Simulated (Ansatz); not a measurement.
Relaxation of BrCl₂H₃OSn (8 atoms, charge 0, multiplicity 1), to a largest force component of 0.03 eV/Å in at most 50 steps.

Method: RKS PBE-D4/def2-SVP in Ansatz.

```xyz
8
Properties=species:S:1:pos:R:3
Sn 0.158 -0.068 -0.016
H -0.032 0.062 1.703
O 2.116 -0.235 -0.343
H 2.280 -0.605 -1.234
Cl -0.659 1.840 -1.131
Cl -0.890 -1.968 -0.936
Br -3.192 0.011 1.761
H -1.791 0.012 2.315
```

Where does it end, and by what steps?

It converged. After 25 steps the energy has fallen by 0.182 eV; H8 moved furthest, 1.57 Å.

```tsv
step	energy less start (eV)	largest force component (eV/Å)	accepted
0	0.0000	1.304	yes
1	-0.0753	0.286	yes
2	-0.0853	0.279	yes
3	-0.0988	0.146	yes
4	-0.0966	0.702	no
5	-0.1080	0.121	yes
6	-0.1163	0.117	yes
7	-0.1216	0.469	yes
8	-0.1414	0.052	yes
9	-0.1430	0.031	yes
10	-0.1417	0.568	no
11	-0.1473	0.040	yes
12	-0.1492	0.193	yes
13	-0.1505	0.174	yes
14	-0.1527	0.134	yes
15	-0.1540	0.115	yes
16	-0.1404	0.921	no
17	-0.1576	0.197	yes
18	-0.1603	0.342	yes
19	-0.1724	0.082	yes
20	-0.1724	0.083	yes
21	-0.1451	0.857	no
22	-0.1772	0.081	yes
23	-0.1778	0.283	yes
24	-0.1785	0.104	yes
25	-0.1816	0.023	yes
```

```xyz
8
Properties=species:S:1:pos:R:3
Sn 0.426 -0.211 0.037
H 0.615 -0.087 1.732
O 2.261 -0.285 -0.735
H 2.221 -0.314 -1.711
Cl -0.683 1.637 -0.945
Cl -0.742 -2.146 -0.647
Br -2.818 0.642 1.656
H -3.291 -0.188 2.732
```

Whether the end is a true minimum wasn't checked by a vibrational analysis.

Time of the run: 38 s on 4 threads of Intel(R) Xeon(R) Platinum 8259CL CPU @ 2.50GHz (Skylake/Cascade Lake) (shared host), peak memory 0.2 GiB.
